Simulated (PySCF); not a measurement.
TeHI, SMILES [TeH]I.

The structure is a stationary point at PBE0-D3(BJ)/def2-TZVP. The def2 effective core potentials stand for the cores of I, Te; spin–orbit coupling is left out.

Calculation: M06-2X/def2-TZVPD (PySCF).

Symmetry labels are those of the subgroup Cs that the program uses (full group Cs).

Computed valence orbital energies around the gap with their symmetry:
```csv
orbital,symmetry,energy (eV)
HOMO−7,A',-47.89
HOMO−6,A',-21.92
HOMO−5,A',-19.05
HOMO−4,A',-12.00
HOMO−3,A',-10.53
HOMO−2,A",-9.66
HOMO−1,A',-8.93
HOMO,A",-7.55
LUMO,A',-2.03
LUMO+1,A',-0.12
LUMO+2,A',0.45
LUMO+3,A',0.48
```
